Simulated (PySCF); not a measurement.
# Vertical excitation energies

Compound: chlorogermylene, ClGeH (singlet state).
SMILES: `[Cl][GeH]`

The calculation used PySCF 2.14.0, density-fitted response routines, TDDFT PBE0/def2-SVPD, vertical, gas phase, core orbitals frozen in the response. Isolated species at its PBE0-D3(BJ)/def2-SVP geometry, gas phase. The PBE0/def2-SVPD calculation is non-relativistic and has no spin–orbit coupling, an omission that weighs most on germanium.

```tsv
state	E (eV)	λ (nm)	ν̃ (cm⁻¹)	f	|μ| (D)	symmetry	main configurations (H = HOMO, L = LUMO)
S1	2.72	455.2	21970	0.0096	0.96	A″	H→L (99%)
S2	4.86	255.2	39180	0.0083	0.67	A″	H-1→L (99%)
S3	5.32	233.3	42870	0.0018	0.30	–	H→L+1 (50%), H-2→L (49%)
S4	5.61	221.0	45260	0.113	2.30	A′	H-2→L (47%), H→L+1 (47%)
S5	5.70	217.4	46000	0.0041	0.44	A″	H-3→L (99%)
S6	6.55	189.2	52870	0.140	2.37	A′	H→L+2 (96%)
S7	7.59	163.3	61250	0.0093	0.57	A″	H-2→L+1 (98%)
S8	7.61	162.9	61400	0.057	1.40	A′	H-1→L+1 (77%), H→L+3 (14%)
S9	7.97	155.6	64270	0.208	2.62	A′	H→L+3 (78%), H-1→L+1 (12%)
S10	8.49	146.0	68510	0.067	1.44	A″	H→L+6 (67%), H→L+7 (30%)
```

Triplets, Tamm–Dancoff:

| state | E (eV) | λ (nm) | main configurations (H = HOMO, L = LUMO) |
| --- | --- | --- | --- |
| T1 | 1.72 | 720.1 | H→L (98%) |
| T2 | 4.44 | 279.3 | H-1→L (95%) |
| T3 | 4.51 | 274.9 | H-2→L (86%), H→L+1 (13%) |
| T4 | 4.55 | 272.3 | H→L+1 (83%), H-2→L (13%) |

The lowest singlet lies at 2.72 eV (455 nm, visible) and is weak; its leading configuration is HOMO→LUMO (99%). The strongest level in the table is S9 at 7.97 eV (156 nm, f = 0.208). Löwdin shares by element: HOMO germanium 55%, chlorine 24%, hydrogen 20%; LUMO germanium 76%, chlorine 16%, hydrogen 8%. Of the 10 states listed, 5 reach f = 0.01 and none stays under 0.0005. The listed states span 5.77 eV, and the widest gap between neighbours is 2.13 eV (S1 to S2). The oscillator strengths of these states sum to 0.618; summed over the whole spectrum of an exact calculation they would give the number of electrons, 50 (Thomas–Reiche–Kuhn). S1 lies in the visible range (380 to 750 nm), at 455 nm, f = 0.0096; light of that wavelength is blue, and its complementary colour is yellow; a Tamm–Dancoff triplet lies at 720 nm, without intensity as long as spin–orbit coupling is left out. All these states lie below the vertical ionisation energy of 9.56 eV (ΔSCF). Symmetry labels in Cs follow from the direction of the transition dipole and are given only for states with f of 0.002 or more. Only the lowest 10 singlets were computed, as vertical energies without vibronic structure.
